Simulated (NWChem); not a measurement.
System: CdHI; SMILES [CdH][I]

The following NWChem deck was run.

```
start job
memory heap 200 mb stack 900 mb global 1100 mb
geometry units angstroms noautosym nocenter noautoz
  Cd     0.016935     1.320192     0.000000
  H      0.040676     2.984379     0.000000
  I     -0.007364    -1.282833     0.000000
end
basis spherical
  * library def2-svp
end
ecp
  Cd library def2-ecp
  I library def2-ecp
end
dft
  xc xpbe96 cpbe96
  iterations 150
end
tddft
  cis
  nroots 8
  notriplet
end
task tddft energy
```

Geometry: optimised at PBE0/def2-SVP. def2 effective core potentials on Cd, I; no spin-orbit coupling.

Vertical excitations in the gas phase.

Task: Predict the main results of this run. (PBE/def2-SVP with def2 effective core potentials on Cd, I, TDA.) Quantities: lowest excitation, singlet (eV); oscillator strength of that lowest state; lowest state with f > 0.02, singlet (eV); oscillator strength of that bright state; orbital gap (eV).

Result: 
| Item | Value |
|---|---|
| lowest excitation, singlet (eV) | 4.68 |
| oscillator strength of that lowest state | 0.019 |
| lowest state with f > 0.02, singlet (eV) | 5.28 |
| oscillator strength of that bright state | 0.022 |
| orbital gap (eV) | 4.50 |
